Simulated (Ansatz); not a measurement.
A basis-limit estimate, worked out

An elementary step of BNH$_{7}$ClO, closed shell (BH₂Cl ([BH2][Cl]) + H₂O + NH₃ → BNH₄ ([BH2][NH2]) + HCl + H₂O; bonds formed: Cl2–H7, H5–O8; dative contacts that become bonds: B1–N6; bonds broken: B1–Cl2, H5–N6, H7–O8). “Start” is the structure reached by relaxing down from the saddle towards the reactants; PBE0-D4/def2-TZVP structures. The saddle:

```
atom    x (Å)    y (Å)    z (Å)
  B1  -0.9826  -0.9238  -0.3144
 Cl2  -1.1018   1.2668  -1.2835
  H3  -0.8287  -1.4679  -1.3661
  H4  -2.0630  -0.8336   0.1840
  H5   0.8775   0.5612   0.5286
  N6   0.1805  -0.8951   0.5922
  H7   0.0732   1.6242  -0.4678
  O8   1.0680   1.5601   0.3461
  H9   0.9228  -1.5371   0.3511
 H10  -0.0390  -0.9810   1.5752
 H11   1.8931   1.6263  -0.1454
```

Computed with Ansatz 0.2.0 (basis: def2-TZVPP and def2-QZVPP); correlated methods freeze the cores.

Energies in eV:

| quantity | saddle | start |
| --- | --- | --- |
| Hartree–Fock, triple zeta (X = 3) | -16807.33656 | -16808.96468 |
| Hartree–Fock, quadruple zeta (X = 4) | -16807.89126 | -16809.52139 |
| MP2 correlation, X = 3 | -22.43827 | -22.14718 |
| MP2 correlation, X = 4 | -24.19624 | -23.90459 |
| CCSD(T) correlation, X = 3 | -24.41570 | -24.15426 |

Problem. Work out the barrier at the basis limit: extrapolate Hartree–Fock as E(X) = E∞ + A exp(−7.88 √X) and the MP2 correlation as E(X) = E∞ + B X^−2.97 (the exponents that Neese and Valeev fitted for def2-TZVPP and QZVPP), then add CCSD(T) − MP2 in triple zeta.

Solution. Each step is linear, so take the differences first (saddle − start): Hartree–Fock 1.62812 (X = 3) and 1.63013 (X = 4); MP2 correlation -0.29109 and -0.29165; CCSD(T) correlation -0.26144.
Two points give E∞ = E(4) + w [E(4) − E(3)], with w = 1/(exp(7.88 (2 − √3)) − 1) = 0.1377 for Hartree–Fock and w = 1/((4/3)^2.97 − 1) = 0.7407 for the correlation.
Hartree–Fock: 1.63013 + 0.1377 × 0.00201 = 1.6304 eV.
MP2 correlation: -0.29165 + 0.7407 × (-0.00056) = -0.2921 eV.
CCSD(T) − MP2: -0.26144 − (-0.29109) = 0.0297 eV.
Sum: 1.6304 + (-0.2921) + 0.0297 = 1.3680 eV, or 31.55 kcal/mol. Plain CCSD(T) in triple zeta gives 1.3667 eV, so the larger basis shifts the result by 0.0013 eV.

The T1 diagnostic stays at or below 0.011.

The step is the kind of exchange with an N–H group that builds nitride films in atomic layer and chemical vapour deposition.

Labels in which every atom is bracketed show which atoms are joined, not bond orders.

For scale, one of the runs: CCSD(T)/def2-TZVPP, 233 basis functions (an equivalent command: `ansatz run in.yaml --threads 4`). Time: 88 s of wall clock on 4 CPU threads; the host was shared. Peak host memory: 4.2 GiB.
